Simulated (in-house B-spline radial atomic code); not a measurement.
## RPA and G0W0 on r2SCAN0: Mn

Configuration [Ar] 3d5 4s2, highest spin, mean-field start r2SCAN0. Computed with an all-electron radial atomic-structure program (B-spline basis): all electrons, scalar-relativistic (spin-free one-electron X2C), finite nucleus, each spin shell either full or empty, empty states to l = 9 with an (l + 1/2)⁻⁴ tail; G0W0 by contour deformation at full frequency.

Command:
```bash
python run_gw.py task.json out
```
Settings (radii: box in bohr, nucleus in fm):
```
Z                        25
electrons                25
configuration            [Ar] 3d5 4s2
hamiltonian              x2c
method                   r2scan0
lmax                     9
rms_radius               3.7057
spin_polarised           True
box_radius               40
intervals                73
ion_configuration        [Ar] 3d5 4s1
```

Time taken, with all properties: 8.2 s on 1 thread of Arm Neoverse N1, with other jobs on the host.

Energies (hartree):

| term | value |
| --- | --- |
| mean-field total | -1158.52131 |
| Hartree-Fock functional on these orbitals | -1157.39665 |
| direct second order | -1.8995 |
| second-order exchange | 0.62454 |
| SOSEX correction | 0.55778 |

Question: What is the RPA correlation energy, and what remains with SOSEX?

Answer: RPA gives -1.6123 hartree (-1.75 eV per electron); RPA + SOSEX gives -1.0545, and the second-order doubles -1.275 hartree (no singles). SOSEX takes back 35 % of the RPA value.

Quasi-particle levels (eV):

```json
{"level": "4s down", "occupied": "yes", "mean field": "-5.177", "Σx - vxc": "-0.95", "Σc": "?", "QP weight": "?", "G0W0": "?"}
{"level": "4s up", "occupied": "yes", "mean field": "-6.352", "Σx - vxc": "-1.23", "Σc": "-1.05", "QP weight": "0.873", "G0W0": "-8.625"}
{"level": "4p down", "occupied": "no", "mean field": "-0.747", "Σx - vxc": "2.06", "Σc": "-0.92", "QP weight": "0.906", "G0W0": "0.390"}
```

G0W0 = mean field + (Σx - vxc) + Σc, with Σc (partial-wave tail included) taken at the quasi-particle energy. Only the outer levels were computed. Levels of low weight are left out. An empty level above zero is unbound and depends on the box.

Question: Where does G0W0 put 4s down?

Answer: At -7.398 eV, with Σc = -1.27 eV and a quasi-particle weight of 0.892. The tabulated removal energy is 7.434 eV (NIST, measured); the calculation leaves out spin-orbit coupling, Breit and QED terms, and what these don't explain is the method's own error.

Question: What does it cost to remove one electron (to [Ar] 3d5 4s1) by differences of total energies, each species on its own start (correlation terms add to the Hartree-Fock functional)?

Answer: r2SCAN0 6.957 eV, Hartree-Fock functional 5.964 eV, + RPA 7.521 eV, + RPA + SOSEX 7.195 eV, + second order 7.942 eV. Tabulated: 7.434 eV (NIST, measured); the calculation leaves out spin-orbit coupling, Breit and QED terms, and what these don't explain is the method's own error.
